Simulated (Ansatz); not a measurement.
Ansatz (a first-principles code) job for FNa, SMILES [Na][F] (connectivity only; charge and spin as stated), charge +1, multiplicity 2, PBE0-D3(BJ)/def2-TZVPD. 

Ansatz 0.2 input:
```yaml
crystal:
  periodic: [false, false, false]
  atoms:
    - {symbol: Na, position_ang: [-0.47150000, -0.41990000, -0.64460000]}
    - {symbol: F, position_ang: [0.48440000, 0.37500000, 0.64130000]}
basis:
  gaussian:
    orbitals: def2-TZVPD
hamiltonian:
  xc: pbe0
  dispersion: d3bj
total_charge: 1
magnetization: {spin_polarized: true, initial_magnetization: 1}
relax: {f_tol: 0.002, max_steps: 200}
```

Output:

```
WARN ansatz: RAYON_NUM_THREADS=1 ignored (pool sized by the plan → 1); use --threads N
Functional definition: PBE0
integrals: 0.02 GiB planned
527 factors; their error is unknown
mean field: 0.20 GiB planned
mean field evaluation 1: about -7111.5816 eV, gradient 5.4e1 eV
mean field evaluation 2: about -7110.3540 eV, gradient 5.7e1 eV
mean field evaluation 4: about -7119.2529 eV, gradient 5.8e-1 eV
mean field evaluation 8: about -7119.2829 eV, gradient 7.9e-2 eV
mean field evaluation 16: about -7119.2934 eV, gradient 1.0e0 eV
mean field evaluation 32: about -7119.4185 eV, gradient 2.6e-5 eV
mean field -7119.41848921 eV, -261.6338037634 hartree, gradient 8.0e-8 eV, S^2 0.751674; 4 other end points of the search recorded, 0 dependent functions left out
the calculation of the forces begins
reference -7119.41851064 eV, -261.6338045510 hartree; 10, 9 occupied and 65, 66 virtual orbitals, 527 factors
relax step   1: F+E_penalty+E_count = -7119.42499189 eV  Δ(F+E_penalty+E_count) = +0.000e0 eV  max|allowed force component| = 3.262e0 eV/Å  Δτ_max = 0.0000 Å  (191 SCF iters, accepted)
these checks for a lower state are left out or cut short: starts, cluster_reference, orbital_swaps, neighbouring_geometries, increment
integrals: 0.02 GiB planned
527 factors; their error is unknown
mean field: 0.20 GiB planned
mean field evaluation 64: about -7119.7773 eV, gradient 7.3e-6 eV
mean field -7119.77733895 eV, -261.6469912479 hartree, gradient 8.8e-6 eV, S^2 0.751708; 0 other end points of the search recorded, 0 dependent functions left out
the calculation of the forces begins
reference -7119.77736095 eV, -261.6469920564 hartree; 10, 9 occupied and 65, 66 virtual orbitals, 527 factors
relax step   2: F+E_penalty+E_count = -7119.78383103 eV  Δ(F+E_penalty+E_count) = -3.588e-1 eV  max|allowed force component| = 2.003e0 eV/Å  Δτ_max = 0.0499 Å  (37 SCF iters, accepted)
these checks for a lower state are left out or cut short: starts, cluster_reference, orbital_swaps, neighbouring_geometries, increment
integrals: 0.02 GiB planned
527 factors; their error is unknown
mean field: 0.20 GiB planned
mean field -7120.12082459 eV, -261.6596141124 hartree, gradient 8.3e-6 eV, S^2 0.751767; 0 other end points of the search recorded, 0 dependent functions left out
the calculation of the forces begins
reference -7120.12084767 eV, -261.6596149607 hartree; 10, 9 occupied and 65, 66 virtual orbitals, 527 factors
relax step   3: F+E_penalty+E_count = -7120.12729084 eV  Δ(F+E_penalty+E_count) = -3.435e-1 eV  max|allowed force component| = 7.089e-1 eV/Å  Δτ_max = 0.0979 Å  (38 SCF iters, accepted)
these checks for a lower state are left out or cut short: starts, cluster_reference, orbital_swaps, neighbouring_geometries, increment
integrals: 0.02 GiB planned
527 factors; their error is unknown
mean field: 0.20 GiB planned
mean field -7120.25208070 eV, -261.6644376856 hartree, gradient 9.0e-6 eV, S^2 0.751845; 0 other end points of the search recorded, 0 dependent functions left out
the calculation of the forces begins
reference -7120.25210548 eV, -261.6644385961 hartree; 10, 9 occupied and 65, 66 virtual orbitals, 527 factors
relax step   4: F+E_penalty+E_count = -7120.25881777 eV  Δ(F+E_penalty+E_count) = -1.315e-1 eV  max|allowed force component| = 1.033e-2 eV/Å  Δτ_max = 0.2000 Å  (39 SCF iters, accepted)
these checks for a lower state are left out or cut short: starts, cluster_reference, orbital_swaps, neighbouring_geometries, increment
integrals: 0.02 GiB planned
527 factors; their error is unknown
mean field: 0.20 GiB planned
mean field evaluation 96: about -7120.2522 eV, gradient 7.8e-6 eV
mean field -7120.25220180 eV, -261.6644421357 hartree, gradient 9.0e-6 eV, S^2 0.751841; 0 other end points of the search recorded, 0 dependent functions left out
the calculation of the forces begins
reference -7120.25222647 eV, -261.6644430424 hartree; 10, 9 occupied and 65, 66 virtual orbitals, 527 factors
relax step   5: F+E_penalty+E_count = -7120.25882617 eV  Δ(F+E_penalty+E_count) = -8.396e-6 eV  max|allowed force component| = 1.087e-2 eV/Å  Δτ_max = 0.0183 Å  (39 SCF iters, accepted)
these checks for a lower state are left out or cut short: starts, cluster_reference, orbital_swaps, neighbouring_geometries, increment
integrals: 0.02 GiB planned
527 factors; their error is unknown
mean field: 0.20 GiB planned
mean field -7120.25228483 eV, -261.6644451873 hartree, gradient 9.0e-6 eV, S^2 0.751843; 0 other end points of the search recorded, 0 dependent functions left out
the calculation of the forces begins
reference -7120.25230956 eV, -261.6644460959 hartree; 10, 9 occupied and 65, 66 virtual orbitals, 527 factors
relax step   6: F+E_penalty+E_count = -7120.25895689 eV  Δ(F+E_penalty+E_count) = -1.307e-4 eV  max|allowed force component| = 6.390e-5 eV/Å  Δτ_max = 0.0088 Å  (39 SCF iters, accepted)
integrals: 0.02 GiB planned
527 factors; their error is unknown
mean field: 0.20 GiB planned
mean field evaluation 128: about -7113.7784 eV, gradient 5.0e1 eV
mean field -7120.25228483 eV, -261.6644451873 hartree, gradient 9.0e-6 eV, S^2 0.751843; 3 other end points of the search recorded, 0 dependent functions left out
the calculation of the forces begins
reference -7120.25230956 eV, -261.6644460959 hartree; 10, 9 occupied and 65, 66 virtual orbitals, 527 factors
Total energy: -7120.25898161 eV, -261.6646912892 hartree
Atom 0 at    -0.652295    -0.570244    -0.887810 Å, force    -0.000048    -0.000040    -0.000064 eV/Å
Atom 1 at     0.665195     0.525344     0.884510 Å, force     0.000048     0.000040     0.000064 eV/Å
Dipole moment:    -0.542425    -0.451066    -0.729684 e Å
```

The calculation finished and met its thresholds.

Cost: around 19 core-seconds (rough).
